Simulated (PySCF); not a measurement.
# `C=C[C@@H]([AsH2])C[AsH2]`, C$_{4}$H$_{10}$As$_{2}$

Geometry:
```
atom   x (Å)   y (Å)   z (Å)
  C1  -0.692   2.247  -0.373
  C2  -0.415   0.974  -0.606
  C3  -0.563  -0.125   0.389
 As4  -2.163  -1.231  -0.132
  C5   0.713  -0.948   0.471
 As6   2.280   0.239   0.811
  H7  -0.572   3.005  -1.130
  H8  -1.057   2.580   0.586
  H9  -0.051   0.664  -1.582
 H10  -0.789   0.309   1.372
 H11  -1.703  -2.447   0.634
 H12  -1.497  -1.792  -1.361
 H13   0.889  -1.462  -0.483
 H14   0.633  -1.711   1.252
 H15   3.131  -0.871   1.368
 H16   1.847   0.579   2.211
```

Method: GIAO CAM-B3LYP/def2-SVP magnetisability, rotational g tensor and spin-rotation constants, non-relativistic, gas phase (PySCF). Geometry: GFN2-xTB.

The calculation is non-relativistic, which matters for the atoms heavier than Zn.

(1) How diamagnetic is it, and how anisotropic?

(2) Split it along the inertial axes a, b, c into diamagnetic and paramagnetic parts about the centre of mass, with the quadrupole moment.

(3) And the rotational g tensor?

Answers

(1) Isotropic -1641 × 10⁻³⁰ J/T², or -98.8 × 10⁻⁶ cm³/mol; principal values -1846, -1592, -1486 × 10⁻³⁰ J/T², anisotropy 321 × 10⁻³⁰ J/T² (root of half the summed squared differences of the principal values). The susceptibility is in cgs units.

(2) 
```csv
axis,χ (10⁻⁶ cm³/mol),diamagnetic (10⁻⁶ cm³/mol),paramagnetic (10⁻⁶ cm³/mol),summed x² of all electrons (Å²),quadrupole Θ (D Å)
a,-110.9,-585.6,474.7,417.9,-8.44
b,-95.6,-1886.6,1791.0,111.3,+3.65
c,-90.0,-2245.3,2155.3,26.7,+4.79
```
Anisotropies 2χaa − χbb − χcc = -36.2 and 2χbb − χaa − χcc = +9.7 × 10⁻⁶ cm³/mol. Θ is traceless in Buckingham's convention.

(3) 
| axis | rotational constant (GHz) | g | nuclear part | electronic part |
| --- | --- | --- | --- | --- |
| a | 2.7916 | +0.0012 | 0.6238 | -0.6226 |
| b | 0.5616 | -0.0057 | 0.4669 | -0.4725 |
| c | 0.4817 | -0.0063 | 0.4815 | -0.4878 |

Asymmetric top; isotopes 75As, 12C, 1H; no vibrational averaging.
